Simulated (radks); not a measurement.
The numbers below are computed, except where a source is named.
All-electron atom: the molybdenum ion Mo0.75+ in [Kr] 5s(up 0.5, down 0.5) 4d(up 2.75, down 1.5) (fractional occupations, a model configuration). Level of theory: scalar-relativistic Kohn-Sham, SCAN, spin-polarised, spherical densities, finite nucleus; meta-GGA in the generalised Kohn-Sham scheme; Fermi nuclear charge, rms radius 4.4091 fm (a radial shooting solver on a logarithmic mesh with Libxc functionals).

Normalised radial functions P(r) = r R(r), r in bohr:

```
   r/bohr * 5s down (the largest magnitude, 0.605, reaches the edge; | marks zero)
 0.003282                             |*
 0.004377                             | *
 0.005885                             | *
 0.007849                             | *
  0.01047                             |  *
  0.01396                             |  *
  0.01862                             |  *
  0.02484                             |  *
  0.03313                             | *
  0.04419                             *
  0.05894                           * |
  0.07861                         *   |
   0.1048                        *    |
    0.141                         *   |
    0.188                             |*
   0.2507                             |     *
   0.3344                             |       *
   0.4461                             |  *
   0.5949                       *     |
   0.7935                *            |
    1.058                   *         |
    1.412                             |  *
    1.883                             |                 *
    2.531                             |                          *
    3.376                             |                         *
    4.503                             |                 *
    6.006                             |       *
     8.01                             | *
    10.68                             *
```

5s down: eigenvalue -8.839 eV, 4 radial nodes at r = 0.0445, 0.178, 0.498, 1.34 bohr, <r> = 3.30 bohr, 90 % of the charge inside 4.84 bohr.
